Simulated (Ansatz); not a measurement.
**One elementary step**

Start structure (BAsH6SO2, singlet), relaxed at PBE0-D4/def2-TZVP:

```json
{"atom": "B1", "x (Å)": "0.1616", "y (Å)": "0.0290", "z (Å)": "-1.5082"}
{"atom": "S2", "x (Å)": "0.5981", "y (Å)": "0.1215", "z (Å)": "-3.2817"}
{"atom": "O3", "x (Å)": "-1.1232", "y (Å)": "-0.1770", "z (Å)": "-1.1404"}
{"atom": "O4", "x (Å)": "1.1319", "y (Å)": "0.1674", "z (Å)": "-0.5517"}
{"atom": "H5", "x (Å)": "0.2318", "y (Å)": "1.1465", "z (Å)": "2.6157"}
{"atom": "As6", "x (Å)": "-0.5718", "y (Å)": "-0.1032", "z (Å)": "2.3159"}
{"atom": "H7", "x (Å)": "-0.6550", "y (Å)": "-0.0665", "z (Å)": "-3.7206"}
{"atom": "H8", "x (Å)": "-1.2265", "y (Å)": "-0.2042", "z (Å)": "-0.1770"}
{"atom": "H9", "x (Å)": "2.0146", "y (Å)": "0.3109", "z (Å)": "-0.8974"}
{"atom": "H10", "x (Å)": "0.5830", "y (Å)": "-1.0350", "z (Å)": "2.6251"}
{"atom": "H11", "x (Å)": "-1.1444", "y (Å)": "-0.1895", "z (Å)": "3.7204"}
```

The step: BH₃SO₂ ([OH][B]([OH])[SH]) + AsH₃ → BAsH₄O₂ ([OH][B]([OH])[AsH2]) + H₂S; bonds formed: B1–As6, S2–H5; bonds broken: B1–S2, H5–As6. Program: Ansatz 0.2.0. Basis: def2-TZVPP and def2-QZVPP. Cores are frozen in the correlated methods. Filled d shells of the heavier atoms are correlated. The def2 sets are not built for correlating such inner shells, so the correlated values are less sure here. Extrapolation: Hartree–Fock as exp(−7.88 √X), correlation as X^−2.97. Energies below are by CCSD(T) at an estimated basis limit (MP2 extrapolated from triple and quadruple zeta, plus CCSD(T) − MP2 in triple zeta).

Task: What are the electronic barrier and the energy of the step, from the start structure to the end structure? (To be estimated.)

Result: By the calculation: Barrier 215.6 kJ/mol; step energy 51.0 kJ/mol (uphill); reverse barrier, their difference, 164.6 kJ/mol. Barrier and step energy count from the start structure, the reverse barrier from the end structure.

The saddle point: One imaginary mode of 834i cm⁻¹.
```
  pair  start (Å)  saddle (Å)  end (Å)
B1–As6       3.90        2.30     2.05
 S2–H5       6.00        1.67     1.34
 B1–S2       1.83        2.18     4.37
H5–As6       1.52        1.91     4.67
```

Zero-point energy (harmonic, PBE0-D4): ZPE is 176.3 kJ/mol at the start and 167.4 kJ/mol at the saddle, so the barrier goes from 215.6 to 206.7 kJ/mol.

No T1 diagnostic of these runs exceeds 0.013.

Labels in which every atom is bracketed show which atoms are joined, not bond orders.

For scale, one of the runs: CCSD(T)/def2-TZVPP, 267 basis functions, launched by `ansatz run in.yaml --threads 8 --pin off --events-out ev --progress --plain --max-ram 19148MiB`. Time: 3.6 min of wall clock on 8 CPU threads of an Arm Neoverse V1; the host was shared. Peak host memory: 7 GiB.
